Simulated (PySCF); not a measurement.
**Cost of excited-state runs on `O(C)C([SiH3])=C=C[SiH3]`, C4H10OSi2**

Molfile (atoms numbered from 1):
```
C4H10OSi2
     RDKit          3D

 17 16  0  0  0  0  0  0  0  0999 V2000
   -1.2564   -1.5125    0.3151 C   0  0  0  0  0  0  0  0  0  0  0  0
   -1.4068   -0.1442    0.0399 O   0  0  0  0  0  0  0  0  0  0  0  0
   -0.3479    0.4664   -0.5551 C   0  0  0  0  0  0  0  0  0  0  0  0
   -0.6043    2.3072   -0.8618 Si  0  0  0  0  0  4  0  0  0  0  0  0
    0.7804   -0.1159   -0.9201 C   0  0  0  0  0  0  0  0  0  0  0  0
    1.9550   -0.5999   -1.2533 C   0  0  0  0  0  0  0  0  0  0  0  0
    3.3986   -0.6137   -0.0559 Si  0  0  0  0  0  4  0  0  0  0  0  0
   -2.1851   -1.8504    0.7920 H   0  0  0  0  0  0  0  0  0  0  0  0
   -1.0854   -2.0897   -0.6111 H   0  0  0  0  0  0  0  0  0  0  0  0
   -0.4055   -1.6915    0.9963 H   0  0  0  0  0  0  0  0  0  0  0  0
    0.6366    2.8589   -1.4759 H   0  0  0  0  0  0  0  0  0  0  0  0
   -0.8893    2.9981    0.4314 H   0  0  0  0  0  0  0  0  0  0  0  0
   -1.7652    2.5157   -1.7785 H   0  0  0  0  0  0  0  0  0  0  0  0
    2.0961   -1.0089   -2.2657 H   0  0  0  0  0  0  0  0  0  0  0  0
    3.8841   -2.0128    0.1602 H   0  0  0  0  0  0  0  0  0  0  0  0
    4.5418    0.1814   -0.6029 H   0  0  0  0  0  0  0  0  0  0  0  0
    2.9582   -0.0315    1.2451 H   0  0  0  0  0  0  0  0  0  0  0  0
  1  2  1  0
  2  3  1  0
  3  4  1  0
  3  5  2  0
  5  6  2  0
  6  7  1  0
  1  8  1  0
  1  9  1  0
  1 10  1  0
  4 11  1  0
  4 12  1  0
  4 13  1  0
  6 14  1  0
  7 15  1  0
  7 16  1  0
  7 17  1  0
M  END
```

PySCF with density fitting, on 1 thread of an Arm Neoverse V1, shared host. Command: `OMP_NUM_THREADS=1 python excited_run.py task.json out`

Task: How long does each of these runs take, and how much memory?
- first hyperpolarisability, CAM-B3LYP/aug-cc-pVDZ; usual settings
- circular dichroism and optical rotation, CAM-B3LYP/aug-cc-pVDZ; 12 states; IEF-PCM acetonitrile
- circular dichroism and optical rotation, CAM-B3LYP/aug-cc-pVDZ; 12 states
- excited states, wB97X-D/def2-TZVP; Tamm-Dancoff; spin-orbit couplings; 6 states; 5 triplets; quadratic response for 4 states
- excited states, CAM-B3LYP/aug-cc-pVDZ; two-photon moments; 8 states; quadratic response for 6 states; 0 triplets

Result: 
```
                                    run                  level  basis functions  wall time  peak memory (GiB)
              first hyperpolarisability  CAM-B3LYP/aug-cc-pVDZ              259       71 s                1.1
circular dichroism and optical rotation  CAM-B3LYP/aug-cc-pVDZ              259    2.8 min                1.2
circular dichroism and optical rotation  CAM-B3LYP/aug-cc-pVDZ              259    2.8 min                1.2
                         excited states      wB97X-D/def2-TZVP              289       82 s                1.1
                         excited states  CAM-B3LYP/aug-cc-pVDZ              259       95 s                1.1
```
Times from a shared host are rough.
